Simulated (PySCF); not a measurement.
## One molecule, many functionals

Species: C₂H₉OPSi.
Geometry (PBE0-D3(BJ)/def2-SVP, Å), atoms numbered from 1 in this order:
```xyz
14
C2H9OPSi angstrom
C     -1.990    0.028    0.240
C     -0.624    0.705    0.150
Si     0.809   -0.505    0.267
O      0.699   -1.708   -0.890
P      2.732    0.659   -0.047
H     -2.125   -0.476    1.210
H     -2.815    0.748    0.123
H     -2.102   -0.741   -0.540
H     -0.503    1.462    0.945
H     -0.524    1.258   -0.802
H      0.769   -1.239    1.564
H      0.798   -1.431   -1.805
H      2.605    1.365    1.190
H      3.563   -0.361    0.507
```

Linear-response calculations in the def2-SVPD basis (PySCF; singlets by full response, triplets Tamm–Dancoff, core orbitals frozen in the response; HF means time-dependent Hartree–Fock). 'Strongest' is the level of largest summed f among the singlets computed (10 roots, of which the last may lack a degenerate partner); it can jump between rows when another state enters that window. S1 is the lowest singlet of each run and needn't be the same state throughout; f(S1) is that of one state. Isolated species at its PBE0-D3(BJ)/def2-SVP geometry (one conformer only).

```json
{"functional": "LDA", "kind": "LDA", "S1 (eV)": "5.45", "f(S1)": "0.009", "strongest (eV)": "6.95", "T1 (eV)": "5.13", "HOMO (eV)": "-6.30", "gap (eV)": "5.30", "ionisation energy, ΔSCF (eV)": "9.38"}
{"functional": "PBE", "kind": "GGA", "S1 (eV)": "5.48", "f(S1)": "0.008", "strongest (eV)": "6.86", "T1 (eV)": "5.08", "HOMO (eV)": "-6.21", "gap (eV)": "5.34", "ionisation energy, ΔSCF (eV)": "9.00"}
{"functional": "B3LYP", "kind": "global hybrid, 20% exact exchange", "S1 (eV)": "5.89", "f(S1)": "0.010", "strongest (eV)": "7.01", "T1 (eV)": "5.36", "HOMO (eV)": "-7.12", "gap (eV)": "6.77", "ionisation energy, ΔSCF (eV)": "9.29"}
{"functional": "PBE0", "kind": "global hybrid, 25% exact exchange", "S1 (eV)": "6.08", "f(S1)": "0.011", "strongest (eV)": "7.22", "T1 (eV)": "5.41", "HOMO (eV)": "-7.33", "gap (eV)": "7.25", "ionisation energy, ΔSCF (eV)": "9.30"}
{"functional": "BHandHLYP", "kind": "global hybrid, 50% exact exchange", "S1 (eV)": "6.38", "f(S1)": "0.015", "strongest (eV)": "7.51", "T1 (eV)": "5.59", "HOMO (eV)": "-8.33", "gap (eV)": "8.87", "ionisation energy, ΔSCF (eV)": "9.37"}
{"functional": "CAM-B3LYP", "kind": "range-separated hybrid", "S1 (eV)": "6.22", "f(S1)": "0.011", "strongest (eV)": "7.36", "T1 (eV)": "5.53", "HOMO (eV)": "-8.60", "gap (eV)": "9.27", "ionisation energy, ΔSCF (eV)": "9.44"}
{"functional": "wB97X-D", "kind": "range-separated hybrid", "S1 (eV)": "6.34", "f(S1)": "0.012", "strongest (eV)": "7.43", "T1 (eV)": "5.70", "HOMO (eV)": "-9.15", "gap (eV)": "10.72", "ionisation energy, ΔSCF (eV)": "9.44"}
{"functional": "LC-wPBE", "kind": "range-separated hybrid", "S1 (eV)": "6.54", "f(S1)": "0.012", "strongest (eV)": "7.69", "T1 (eV)": "5.63", "HOMO (eV)": "-9.93", "gap (eV)": "11.70", "ionisation energy, ΔSCF (eV)": "9.53"}
{"functional": "HF", "kind": "Hartree–Fock", "S1 (eV)": "6.82", "f(S1)": "0.021", "strongest (eV)": "7.94", "T1 (eV)": "5.55", "HOMO (eV)": "-9.88", "gap (eV)": "12.05", "ionisation energy, ΔSCF (eV)": "not settled"}
```

S1 runs from 5.45 eV (LDA) to 6.82 eV (HF), a spread of 1.36 eV, while the orbital gap spreads over 6.8 eV. Along PBE (0%), B3LYP (20%), PBE0 (25%), BHandHLYP (50%), HF (100%) S1 rises with the share of exact exchange. −ε(HOMO) comes closest to its own ΔSCF ionisation energy with wB97X-D (-0.29 eV) and misses most with LDA (-3.08 eV). 'Not settled' means that the ion's SCF failed to converge or may have ended in another state than the lowest.

Without π bonds the low states are Rydberg-like; a valence basis with one diffuse set may place them up to an eV too high.
